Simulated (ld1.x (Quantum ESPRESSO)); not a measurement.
# Bi (Z = 83): one change to a TM potential, before and after

bismuth, norm-conserving Troullier–Martins (Kleinman–Bylander form), made with ld1.x (Quantum ESPRESSO) 7.5 (PBEsol, scalar-relativistic). Core [Xe] 4f14 5d10, reference 6s1.5 6p3.5. Waves: 6s (bound): rc 1.65 bohr; 6d channel at -0.15 Ry: rc 2.15 bohr; 6p (bound): rc 2.35 bohr. Local part: the p channel. Core correction: Bessel-smoothed model core, default radius (core density twice the valence density).

Change: core [Xe] 4f14, valence charge 15; reference 5d10 6s2 6p2; waves now 6p (bound): rc 2.25 bohr; 5d (bound): rc 1.30 bohr; 5f channel at -0.2 Ry: rc 2.00 bohr; 6s (bound): rc 1.95 bohr; local potential the s channel; core correction none.

Cutoffs: the cutoffs (Ry, on a coarse ladder) from which the occupation-weighted sum of valence levels, in a spherical-Bessel basis at the reference potential, stays within 10 and 1 mRy of its value at 400 Ry; they do not see the model core or the augmentation charge, which bear on the density cutoff. Errors are all-electron minus pseudo energies relative to the spin-unpolarised reference configuration.

**Question.** What does the change do?

**Answer.** The potential gets harder (30 Ry and 60 Ry → 90 Ry and 110 Ry); the bound ghost in d disappears. The added semicore shells are compact, so their waves need more plane waves. Several settings change at once here, so the effects cannot be laid on one of them.

```tsv
quantity	base	changed
cutoff, loose	30 Ry	90 Ry
cutoff, tight	60 Ry	110 Ry
bound ghosts	d	none
largest error over its own tests, meV	-204	-202
```

 A true bound ghost makes a file unfit for plane-wave use even where its test errors are small: the radial tests pick states by their node count and pass the ghost by.
